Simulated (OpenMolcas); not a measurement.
**Ta2+: moving or changing the point charges**

Ta2+ among 6 point charges of -1 e arranged as a trigonal antiprism (D3d), 2.17 Å from the ion, with a polar angle of 61.9° against the regular 54.74°.

```json
{
 "Program": "OpenMolcas",
 "Method": "SS-CASPT2, IPEA 0.25 Eh, imaginary shift 0.1 Eh (closed shells correlated: 4f 5s 5p)",
 "Basis": "ANO-RCC-VDZP [7s6p4d2f1g]",
 "Scalar Hamiltonian": "DKH2, point nucleus",
 "Active space": "3 electrons in 5 orbitals (5d)",
 "State averaging": "2S+1 = 4 even, 10 roots; 2S+1 = 2 even, 40 roots",
 "Spin-orbit coupling": "RASSI with atomic mean-field integrals over the reference wave functions"
}
```

Runs around this geometry, states (labels of D3, the rotations of D3d). Energies in cm-1 above the lowest state or level, χT in cm3 K/mol.

| R (Å) | q (e) | Polar angle / regular | Ground state | First state of that spin | First gap with spin-orbit (degeneracies) | χT at 300 K | First state of another spin |
| --- | --- | --- | --- | --- | --- | --- | --- |
| 2.17 | -0.65 | 1.13 | 4A2 | 4A1 5980 | 480 (2, 2) | 0.582 | 2A2 9060 |
| 2.17 | -1 | 1.13 | 4A2 | 4A1 9630 | 360 (2, 2) | 0.939 | 2E 7640 |
| 2.41 | -1 | 1.13 | 4A2 | 4A1 6170 | 510 (2, 2) | 0.592 | 2E 8940 |
| 2.17 | -1 | 1.22 | 4A2 | 4A1 10510 | 430 (2, 2) | 0.980 | 2E 5130 |

Taking the first state of the same spin as R^-n, n = -ln(6170 / 9630) / ln(2.41 / 2.17) = 4.2 between the shortest and longest distance.

Scaling the charges by -0.65 / -1 = 0.65 scales the first state of the same spin by 5980 / 9630 = 0.62; with fixed orbitals a first-order splitting would follow the charge.

Roots that are degenerate in the reference are averaged as groups; the widest CASPT2 spread within a group is 100 cm-1 (the 2-fold group of multiplicity 2 near 53000 cm-1 above the lowest state of its run, R = 2.17, q = -1, ratio = 1.22). Shifts and gaps below about the spread of the groups concerned are not significant. Free-ion shares, where given, are those of the reference states; single-state CASPT2 does not remix them. Point charges carry no covalency, so the field is a model and not that of real ligands. No measured value stands beside these numbers.
